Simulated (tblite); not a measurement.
A geometry optimisation, step by step.

Species: C5H9GeNSe.
Atom-mapped SMILES: `[CH2:1]=[CH:2][CH2:3][CH2:4][Se:5][GeH2:6][C:7]#[N:8]` (hydrogens: H9, H10 on C1; H11 on C2; H12, H13 on C3; H14, H15 on C4; H16, H17 on Ge6)

Computed with GFN2-xTB (tblite), gas phase: L-BFGS steps from a force-field or distance-geometry start until the largest atomic force falls under 0.01 eV/Å. 10 of its 103 geometries are shown.

Step 0: E = -632.1756 eV, largest atomic force 2.344 eV/Å
```
atom  x, y, z in Å  |  force x, y, z in eV/Å
C1     -2.708   -1.698   -0.003   -0.195   0.910  -0.194
C2     -2.594   -0.368   -0.097    0.871  -1.518   0.691
C3     -1.289    0.186    0.447   -1.228   0.770   0.051
C4     -0.542    0.932   -0.658   -0.893   0.290   0.458
Se5     1.090    1.597    0.152    0.880   0.830   0.189
Ge6     2.919    0.178   -0.174   -0.390  -0.313  -0.756
C7      4.343    0.813    0.914    1.699   0.857   1.369
N8      5.213    1.215    1.573   -1.619  -0.778  -1.238
H9     -1.861   -2.226    0.447   -0.810  -0.204  -0.354
H10    -3.602   -2.208   -0.345    0.404  -0.137   0.177
H11    -3.363    0.264   -0.512    0.218   0.093   0.066
H12    -1.527    0.871    1.309    0.330  -0.340  -0.760
H13    -0.689   -0.632    0.848    0.038   0.069  -0.106
H14    -1.132    1.835   -0.945    0.491  -0.503   0.063
H15    -0.395    0.312   -1.535    0.222  -0.098  -0.087
H16     2.670   -1.284    0.203    0.097   0.149  -0.031
H17     3.460    0.224   -1.634   -0.117  -0.076   0.461
```

Step 11: E = -632.5126 eV, largest atomic force 0.331 eV/Å
```
atom  x, y, z in Å  |  force x, y, z in eV/Å
C1     -2.746   -1.739   -0.011    0.075   0.316  -0.064
C2     -2.550   -0.427   -0.066    0.050  -0.247   0.096
C3     -1.293    0.211    0.466   -0.027  -0.089  -0.059
C4     -0.524    0.974   -0.610   -0.103  -0.178   0.017
Se5     1.155    1.759    0.108    0.103   0.105   0.072
Ge6     2.858    0.192   -0.208    0.015  -0.039  -0.114
C7      4.302    0.810    0.893    0.049   0.059   0.067
N8      5.168    1.185    1.543   -0.070  -0.047  -0.053
H9     -1.994   -2.393    0.407   -0.048   0.040  -0.025
H10    -3.634   -2.235   -0.370    0.023   0.194   0.001
H11    -3.297    0.249   -0.471    0.137  -0.157   0.029
H12    -1.541    0.914    1.272    0.004  -0.148  -0.049
H13    -0.656   -0.587    0.868   -0.021   0.187   0.044
H14    -1.081    1.845   -0.965   -0.028  -0.113  -0.008
H15    -0.285    0.326   -1.454    0.043   0.053  -0.008
H16     2.661   -1.260    0.197   -0.122   0.079   0.010
H17     3.451    0.189   -1.609   -0.081  -0.014   0.043
```

Step 23: E = -632.5727 eV, largest atomic force 0.148 eV/Å
```
atom  x, y, z in Å  |  force x, y, z in eV/Å
C1     -2.731   -1.744   -0.028   -0.006  -0.118  -0.059
C2     -2.454   -0.456   -0.059   -0.084   0.062   0.105
C3     -1.224    0.186    0.500    0.007   0.017  -0.035
C4     -0.485    0.946   -0.588    0.082   0.052  -0.037
Se5     1.149    1.852    0.117   -0.043   0.037  -0.074
Ge6     2.800    0.246   -0.231    0.012   0.038   0.096
C7      4.277    0.806    0.868   -0.064  -0.038  -0.035
N8      5.138    1.156    1.536   -0.013  -0.025  -0.032
H9     -2.058   -2.484    0.373    0.052   0.084   0.074
H10    -3.660   -2.127   -0.413   -0.009  -0.011  -0.060
H11    -3.169    0.237   -0.485   -0.004   0.014  -0.019
H12    -1.526    0.907    1.269    0.064  -0.111   0.048
H13    -0.568   -0.562    0.951   -0.035  -0.007   0.009
H14    -1.110    1.748   -0.987    0.041   0.028   0.008
H15    -0.191    0.298   -1.413    0.058  -0.060   0.006
H16     2.447   -1.157    0.220   -0.022   0.029  -0.001
H17     3.357    0.160   -1.639   -0.038   0.009   0.005
```

Step 34: E = -632.5974 eV, largest atomic force 0.063 eV/Å
```
atom  x, y, z in Å  |  force x, y, z in eV/Å
C1     -2.716   -1.731   -0.042    0.027  -0.018  -0.012
C2     -2.429   -0.443   -0.050   -0.015   0.008   0.015
C3     -1.184    0.165    0.518    0.002   0.012  -0.016
C4     -0.451    0.923   -0.580   -0.014   0.026  -0.027
Se5     1.126    1.940    0.079   -0.007  -0.003   0.017
Ge6     2.736    0.295   -0.212   -0.050  -0.014  -0.036
C7      4.245    0.785    0.857    0.017   0.000   0.015
N8      5.128    1.112    1.508    0.035  -0.018   0.008
H9     -2.057   -2.458    0.402    0.041  -0.027   0.014
H10    -3.623   -2.116   -0.474   -0.016   0.007   0.016
H11    -3.117    0.261   -0.500    0.004   0.024  -0.003
H12    -1.451    0.865    1.316    0.000   0.001  -0.005
H13    -0.540   -0.609    0.946    0.000  -0.003  -0.026
H14    -1.097    1.683   -1.019   -0.058   0.015  -0.012
H15    -0.120    0.251   -1.373    0.035  -0.011   0.007
H16     2.290   -1.076    0.247    0.005  -0.002   0.020
H17     3.252    0.164   -1.631   -0.004   0.002   0.023
```

Step 45: E = -632.6021 eV, largest atomic force 0.048 eV/Å
```
atom  x, y, z in Å  |  force x, y, z in eV/Å
C1     -2.702   -1.733   -0.039    0.031   0.018  -0.004
C2     -2.426   -0.443   -0.049   -0.003  -0.012  -0.004
C3     -1.176    0.168    0.505   -0.001  -0.013  -0.015
C4     -0.457    0.937   -0.594   -0.013  -0.021  -0.017
Se5     1.098    1.968    0.086    0.045   0.016  -0.004
Ge6     2.705    0.311   -0.191   -0.006   0.004  -0.003
C7      4.239    0.770    0.859    0.013   0.010   0.024
N8      5.149    1.059    1.491    0.009  -0.013  -0.002
H9     -2.023   -2.450    0.393   -0.011  -0.030   0.004
H10    -3.615   -2.125   -0.454    0.025   0.005   0.019
H11    -3.117    0.261   -0.493   -0.022   0.004   0.017
H12    -1.433    0.858    1.315   -0.011  -0.005  -0.026
H13    -0.520   -0.606    0.913   -0.013  -0.004   0.004
H14    -1.123    1.671   -1.050    0.014   0.038   0.019
H15    -0.095    0.265   -1.374   -0.012  -0.010  -0.022
H16     2.266   -1.060    0.279   -0.022   0.006   0.015
H17     3.223    0.163   -1.607   -0.023   0.007  -0.003
```

Step 57: E = -632.6063 eV, largest atomic force 0.035 eV/Å
```
atom  x, y, z in Å  |  force x, y, z in eV/Å
C1     -2.679   -1.746   -0.034    0.002  -0.023   0.000
C2     -2.419   -0.454   -0.050    0.001   0.025  -0.014
C3     -1.166    0.171    0.479    0.001   0.008   0.007
C4     -0.458    0.953   -0.617    0.003   0.015  -0.004
Se5     1.089    1.997    0.076   -0.011   0.012   0.000
Ge6     2.681    0.326   -0.160    0.027   0.001   0.023
C7      4.243    0.751    0.870   -0.007  -0.012  -0.011
N8      5.181    0.994    1.480   -0.021   0.002  -0.005
H9     -1.985   -2.462    0.375    0.006  -0.002   0.001
H10    -3.603   -2.144   -0.419    0.012  -0.007  -0.002
H11    -3.135    0.244   -0.464   -0.011   0.004  -0.007
H12    -1.425    0.860    1.289    0.002  -0.006   0.018
H13    -0.503   -0.599    0.883    0.012   0.002   0.009
H14    -1.124    1.694   -1.060   -0.014   0.008   0.006
H15    -0.093    0.294   -1.406   -0.003  -0.002  -0.010
H16     2.216   -1.028    0.332   -0.008  -0.005   0.005
H17     3.170    0.163   -1.583    0.010  -0.022  -0.015
```

Step 68: E = -632.6099 eV, largest atomic force 0.105 eV/Å
```
atom  x, y, z in Å  |  force x, y, z in eV/Å
C1     -2.625   -1.762   -0.041   -0.013  -0.023   0.034
C2     -2.401   -0.463   -0.055   -0.008   0.034   0.019
C3     -1.159    0.191    0.467    0.021   0.000   0.022
C4     -0.479    1.003   -0.624    0.005   0.014  -0.005
Se5     1.100    2.023    0.039   -0.051   0.019  -0.009
Ge6     2.654    0.312   -0.153    0.077  -0.071   0.012
C7      4.231    0.715    0.867   -0.008   0.040   0.016
N8      5.168    0.957    1.479   -0.061  -0.026  -0.045
H9     -1.909   -2.459    0.362    0.032  -0.004  -0.014
H10    -3.542   -2.187   -0.409    0.003   0.007  -0.025
H11    -3.144    0.217   -0.451   -0.004   0.012  -0.033
H12    -1.425    0.856    1.295   -0.001   0.020  -0.007
H13    -0.475   -0.569    0.852    0.039  -0.022   0.016
H14    -1.154    1.760   -1.026   -0.007   0.010   0.011
H15    -0.143    0.365   -1.443    0.004  -0.009  -0.015
H16     2.147   -1.005    0.396   -0.002  -0.018   0.001
H17     3.149    0.058   -1.565   -0.025   0.018   0.023
```

Step 79: E = -632.6142 eV, largest atomic force 0.056 eV/Å
```
atom  x, y, z in Å  |  force x, y, z in eV/Å
C1     -2.558   -1.772   -0.046    0.007   0.020   0.006
C2     -2.372   -0.466   -0.051    0.007  -0.013   0.002
C3     -1.141    0.213    0.465    0.006  -0.002  -0.003
C4     -0.503    1.052   -0.632   -0.011  -0.003  -0.010
Se5     1.107    2.038   -0.013   -0.010   0.032   0.019
Ge6     2.607    0.271   -0.136    0.003  -0.050  -0.026
C7      4.184    0.695    0.866   -0.005  -0.027  -0.003
N8      5.134    0.921    1.463    0.021   0.026   0.019
H9     -1.816   -2.449    0.346    0.008  -0.009   0.002
H10    -3.462   -2.223   -0.420    0.004   0.008  -0.009
H11    -3.131    0.194   -0.450    0.002   0.008   0.011
H12    -1.406    0.868    1.301   -0.014   0.000  -0.004
H13    -0.432   -0.534    0.831    0.004  -0.001   0.003
H14    -1.191    1.825   -0.978    0.001   0.006  -0.013
H15    -0.208    0.437   -1.485   -0.011  -0.013  -0.002
H16     2.081   -1.018    0.464    0.013   0.015  -0.010
H17     3.100   -0.038   -1.536   -0.026   0.004   0.020
```

Step 91: E = -632.6152 eV, largest atomic force 0.020 eV/Å
```
atom  x, y, z in Å  |  force x, y, z in eV/Å
C1     -2.542   -1.774   -0.050   -0.001  -0.002   0.002
C2     -2.364   -0.466   -0.048    0.001   0.001  -0.003
C3     -1.138    0.220    0.467    0.001  -0.001  -0.005
C4     -0.506    1.059   -0.634    0.002   0.003  -0.001
Se5     1.109    2.038   -0.015    0.005  -0.002   0.005
Ge6     2.598    0.257   -0.133   -0.010   0.001   0.008
C7      4.179    0.683    0.865   -0.008  -0.002  -0.009
N8      5.122    0.931    1.464    0.002   0.002   0.002
H9     -1.799   -2.450    0.340    0.009   0.007  -0.007
H10    -3.443   -2.225   -0.429    0.000   0.001  -0.001
H11    -3.127    0.193   -0.442   -0.001  -0.006   0.004
H12    -1.409    0.874    1.302    0.006   0.002  -0.008
H13    -0.421   -0.520    0.832   -0.014  -0.007   0.012
H14    -1.193    1.835   -0.977    0.005  -0.003  -0.003
H15    -0.218    0.443   -1.488   -0.002   0.004   0.010
H16     2.073   -1.029    0.471    0.002   0.005   0.002
H17     3.073   -0.055   -1.536    0.004  -0.004  -0.009
```

Step 102: E = -632.6156 eV, largest atomic force 0.009 eV/Å
```
atom  x, y, z in Å  |  force x, y, z in eV/Å
C1     -2.527   -1.773   -0.056   -0.002  -0.003  -0.002
C2     -2.363   -0.464   -0.046   -0.001   0.000  -0.005
C3     -1.140    0.228    0.467   -0.002  -0.001   0.000
C4     -0.503    1.063   -0.634   -0.002   0.002   0.003
Se5     1.112    2.037   -0.006    0.003  -0.002  -0.004
Ge6     2.588    0.247   -0.132    0.003  -0.001   0.003
C7      4.172    0.677    0.857    0.003   0.001   0.002
N8      5.111    0.933    1.459    0.004  -0.002  -0.007
H9     -1.771   -2.443    0.321    0.002   0.002  -0.001
H10    -3.426   -2.233   -0.430    0.000  -0.002  -0.006
H11    -3.136    0.189   -0.429   -0.002   0.004   0.003
H12    -1.412    0.885    1.298   -0.002  -0.001  -0.002
H13    -0.425   -0.513    0.838    0.002   0.005   0.007
H14    -1.187    1.841   -0.980   -0.005  -0.001  -0.002
H15    -0.212    0.447   -1.486   -0.004  -0.004   0.006
H16     2.064   -1.033    0.485   -0.001   0.002   0.002
H17     3.049   -0.075   -1.537    0.002   0.002   0.002
```

Q: Summarise the path.

A: The energy falls by 0.4400 eV from step 0 to step 102; nine tenths of that is first reached at step 23. It rises by more than 0.2 meV at step 1. The largest force goes from 2.344 to 0.009 eV/Å. Among the bonds C4–Se5 changes most, from 1.940 to 1.987 Å; the atoms move by 0.320 Å rms after alignment.

The cost below is that of the whole relaxation. Time: 0.86 s wall. Hardware: one thread of an Arm Neoverse V1 (shared host).
